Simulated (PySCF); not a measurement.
HP, SMILES [PH], multiplicity 3.

Coordinates come from a PBE-D3(BJ)/def2-TZVPD optimisation.

Calculation: PBE-D3(BJ)/def2-TZVPD in PySCF.

Frequencies are harmonic and unscaled.

```tsv
mode	ν (cm⁻¹)	IR (km/mol)	moving atoms (share of kinetic energy)
1	2290	63.8	H 97 %
```
